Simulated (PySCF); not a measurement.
## Electron correlation in Ti²⁺ (titanium, charge +2)

[Ar] 3d1 4s1, 4s spin antiparallel (an excited configuration). All numbers are calculated (PySCF 2.14, the non-relativistic Hamiltonian (point nucleus), in aug-cc-pwCVTZ). Frozen: [Ar]; 2 electrons correlated.

Total MP2 correlation energy: -5.39 mhartree.

Same-spin part 0.00 and opposite-spin part -5.39 mhartree; SCS-MP2 scales them by 1/3 and 6/5 to -6.46 mhartree.
